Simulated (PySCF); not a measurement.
**N⁺: excitation energy**

N⁺ [He] 2s2 2p2 (3P) → N⁺ [He] 2s1 2p2 3d1 (high-spin determinant), as a difference of total energies. Computed with PySCF 2.14 in aug-cc-pCVTZ-DK (7s6p4d2f, 59 functions), with scalar relativity by spin-free X2C-1e. Correlated levels: valence: 1s2 frozen; valence and next inner shell: nothing frozen. The calculations carry no spin-orbit coupling.

```json
{"method": "UHF", "excitation energy (eV)": "29.792"}
{"method": "LDA", "excitation energy (eV)": "30.916"}
{"method": "PBE", "excitation energy (eV)": "30.721"}
{"method": "PBE0", "excitation energy (eV)": "30.866"}
{"method": "r2SCAN", "excitation energy (eV)": "30.631"}
{"method": "BP86", "excitation energy (eV)": "30.856"}
{"method": "revPBE", "excitation energy (eV)": "30.716"}
{"method": "TPSS", "excitation energy (eV)": "31.082"}
{"method": "r2SCAN0", "excitation energy (eV)": "30.825"}
{"method": "MP2 (valence)", "excitation energy (eV)": "31.280"}
{"method": "SCS-MP2 (valence)", "excitation energy (eV)": "31.716"}
{"method": "MP2 (valence and next inner shell)", "excitation energy (eV)": "31.312"}
{"method": "SCS-MP2 (valence and next inner shell)", "excitation energy (eV)": "31.740"}
```

Task: How much does correlation contribute at MP2 (valence and next inner shell)?

Result: 31.312 − (29.792) = 1.520 eV, measured against UHF.

The upper state lies above the first ionisation limit, but in LS coupling its spin forbids autoionisation to the ground ion. A Rydberg-like electron needs more diffuse functions than a valence basis has.

The promoted electron is Rydberg-like, and one or two diffuse shells describe it only roughly, which tends to raise the upper state.

The determinant of the upper state mixes LS terms, which raises its energy above the lowest term, most at the Hartree-Fock and MP2 levels.
